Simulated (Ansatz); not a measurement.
Worked example: a bond strength in GaSiH3F2 (SMILES [F][Ga]([F])[SiH3])

The species is GaSiH3F2 (7 atoms), meant as a singlet with charge 0. SMILES: `[F][Ga]([F])[SiH3]`. Geometry: optimised at B3LYP/def2-SVP.

```tsv
atom	x (Å)	y (Å)	z (Å)
F	0.3434	-1.7279	2.0531
Ga	0.7535	-0.8791	0.5692
F	2.3171	-1.4175	-0.0267
Si	-0.6395	0.7657	-0.4894
H	0.1891	1.6022	-1.3995
H	-1.2749	1.6090	0.5602
H	-1.6886	0.0477	-1.2670
```

Wanted: the dissociation energy of the Ga2–F1 bond into doublet GaSiH3F and doublet F (shapes relaxed at B3LYP/def2-SVP, no zero-point term). 1 Eh = 2625.50 kJ/mol = 27.2114 eV. Totals in Eh; open shells run unrestricted unless said.

```tsv
level	program	GaSiH3F2	doublet GaSiH3F	doublet F
r2SCAN/def2-SVP	Ansatz	-2415.307313	-2315.504291	-99.598774
B3LYP/def2-SVP	Ansatz	-2415.495201	-2315.654312	-99.640474
MP2/def2-SVP, 16 core orbitals frozen	Ansatz	-2413.076272	-2313.441096	-99.422431
```

Question: Work out the dissociation energy at each level.

Answer: 
1. r2SCAN/def2-SVP: (-2315.504291) + (-99.598774) − (-2415.307313) = 0.204248 Eh = 536.3 kJ/mol = 5.56 eV.
2. B3LYP/def2-SVP: (-2315.654312) + (-99.640474) − (-2415.495201) = 0.200415 Eh = 526.2 kJ/mol = 5.45 eV.
3. MP2/def2-SVP: (-2313.441096) + (-99.422431) − (-2413.076272) = 0.212745 Eh = 558.6 kJ/mol = 5.79 eV.

The levels span 526 to 559 kJ/mol; no measured value is set beside them. A bond enthalpy at 298 K also holds the loss of zero-point energy and thermal terms.
